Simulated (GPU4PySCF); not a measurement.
3-hexylthiophene (C₁₀H₁₆S), SMILES CCCCCCc1ccsc1.

Coordinates come from a PBE0-D3(BJ)/def2-TZVP optimisation. Other conformers were not sampled.

These are PBE0-D3(BJ)/def2-TZVP (GPU4PySCF) values and carry that method's errors.

Frequencies are harmonic and unscaled.

Computed vibrational spectrum:
```tsv
mode	ν (cm⁻¹)	IR (km/mol)	Raman (Å⁴/amu)	depolarisation	moving atoms (share of kinetic energy)
1	28	0.0	1.2	0.75	C 70 %, H 22 %, S 8 %
2	40	0.0	1.3	0.74	C 55 %, H 28 %, S 17 %
3	61	0.0	0.6	0.75	C 57 %, H 35 %
4	72	0.0	0.7	0.74	C 54 %, H 42 %
5	109	0.2	1.5	0.70	C 69 %, H 25 %
6	129	0.0	0.3	0.42	C 65 %, H 31 %
7	196	0.0	0.1	0.45	C 59 %, H 40 %
8	238	0.0	0.5	0.08	H 74 %, C 23 %
9	257	0.1	1.4	0.13	H 50 %, C 46 %
10	301	1.4	0.9	0.67	C 68 %, H 27 %
11	334	1.1	1.5	0.17	C 66 %, H 25 %, S 9 %
12	404	0.3	1.1	0.22	C 66 %, H 33 %
13	457	0.0	0.6	0.72	C 70 %, H 25 %
14	479	0.0	0.5	0.67	C 70 %, H 17 %, S 13 %
15	595	3.3	6.2	0.29	C 54 %, S 29 %, H 18 %
16	655	13.5	1.8	0.69	C 59 %, H 23 %, S 18 %
17	693	7.9	0.1	0.69	H 77 %, C 22 %
18	706	10.0	1.3	0.74	C 50 %, H 44 %
19	734	0.5	0.6	0.73	H 82 %, C 17 %
20	757	8.1	1.0	0.64	H 78 %, C 21 %
21	791	10.4	1.0	0.22	H 76 %, C 23 %
22	804	41.2	0.8	0.14	H 66 %, C 33 %
23	867	10.5	12.1	0.07	C 67 %, S 17 %, H 16 %
24	889	13.2	0.6	0.45	C 62 %, H 31 %
25	896	1.0	1.2	0.71	H 71 %, C 29 %
26	899	2.0	5.1	0.21	H 60 %, C 37 %
27	908	1.3	13.2	0.18	H 53 %, C 45 %
28	947	3.8	2.3	0.26	C 53 %, H 46 %
29	968	4.2	5.4	0.09	C 72 %, H 28 %
30	1002	0.1	2.3	0.40	H 68 %, C 32 %
31	1051	3.1	1.6	0.20	C 64 %, H 36 %
32	1084	2.2	4.2	0.56	C 62 %, H 38 %
33	1100	4.3	3.0	0.64	H 87 %, C 13 %
34	1106	1.1	7.7	0.75	C 53 %, H 46 %
35	1114	0.4	5.2	0.18	H 68 %, C 32 %
36	1140	0.1	1.5	0.55	C 55 %, H 45 %
37	1183	2.8	7.9	0.24	H 65 %, C 34 %
38	1204	3.8	3.1	0.27	H 54 %, C 46 %
39	1243	1.6	2.0	0.31	H 65 %, C 35 %
40	1265	3.2	0.7	0.48	H 68 %, C 32 %
41	1284	0.4	1.5	0.33	H 74 %, C 26 %
42	1296	0.5	1.3	0.39	H 71 %, C 29 %
43	1320	1.9	5.8	0.58	H 83 %, C 17 %
44	1327	1.3	3.3	0.72	H 88 %, C 12 %
45	1336	1.0	14.6	0.74	H 91 %, C 9 %
46	1373	0.2	0.5	0.70	H 68 %, C 32 %
47	1388	1.7	4.8	0.65	H 61 %, C 39 %
48	1405	6.2	0.2	0.63	H 64 %, C 36 %
49	1407	2.2	0.7	0.27	H 67 %, C 33 %
50	1440	2.2	6.0	0.35	C 77 %, H 23 %
51	1464	4.3	46.2	0.19	C 81 %, H 19 %
52	1473	4.7	12.8	0.69	H 90 %, C 10 %
53	1476	0.5	7.4	0.75	H 87 %, C 13 %
54	1480	0.3	12.2	0.72	H 94 %
55	1491	3.2	7.6	0.64	H 92 %, C 8 %
56	1491	10.7	8.0	0.74	H 96 %
57	1492	1.8	1.9	0.30	H 90 %, C 10 %
58	1503	8.9	0.3	0.65	H 92 %, C 8 %
59	1601	5.1	8.7	0.36	C 91 %, H 9 %
60	3018	0.1	176.6	0.06	H 94 %
61	3024	11.2	3.0	0.10	H 95 %
62	3031	2.7	214.4	0.09	H 94 %
63	3034	63.1	98.0	0.07	H 95 %
64	3041	36.7	19.3	0.59	H 94 %
65	3042	37.4	136.3	0.02	H 97 %
66	3049	6.0	161.2	0.49	H 92 %, C 8 %
67	3063	5.5	20.6	0.02	H 91 %, C 9 %
68	3074	9.6	97.4	0.46	H 91 %, C 9 %
69	3084	63.6	19.8	0.68	H 91 %, C 9 %
70	3104	33.9	11.3	0.44	H 91 %, C 9 %
71	3113	54.2	26.7	0.75	H 91 %, C 9 %
72	3120	37.4	106.3	0.57	H 91 %, C 9 %
73	3213	3.2	75.7	0.38	H 92 %, C 8 %
74	3254	0.7	63.4	0.31	H 91 %, C 9 %
75	3266	0.4	150.7	0.23	H 91 %, C 9 %
```
